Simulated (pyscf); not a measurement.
Single points on ωB97X-D3(BJ)/def2-SVP structures (PySCF, gas phase). Correlated levels are frozen-core, on RHF or UHF. ΔMP2 is the change of the MP2 total energy from the triple- to the quadruple-zeta basis.

**Question.** PBE/def2-TZVP puts the barrier of F–SiH•–SiH₃ → F–SiH₂–SiH₂• (hydrogen shift; doublet surface; H–Si broken, H–Si formed) at 25.9 kcal/mol and the reaction energy at -0.9 kcal/mol, from the reactant's lowest minimum found. What do r²SCAN/def2-TZVP, PBE0-D3(BJ)/def2-TZVP, CCSD(T)/def2-TZVPP + ΔMP2(QZVPP) give on the same structures?

**Answer.** r²SCAN: ΔE‡ = 28.4 kcal/mol, ΔE = -2.0 kcal/mol; PBE0-D3(BJ): ΔE‡ = 29.4 kcal/mol, ΔE = -1.7 kcal/mol; CCSD(T): ΔE‡ = 32.3 kcal/mol, ΔE = -2.5 kcal/mol. PBE's barrier lies under all of them, by 2.5 to 6.4 kcal/mol. Its reaction energy lies over all of them, by 0.8 to 1.5 kcal/mol. Low barriers are usual for a GGA, whose delocalisation error favours stretched bonds. One saddle was located; it need not be the lowest between these sides. The CCSD(T) − MP2 part came from Ansatz, without density fitting, on the same reference. A UHF reference is spin-contaminated (<S²> up to 0.87), which harms MP2 most.
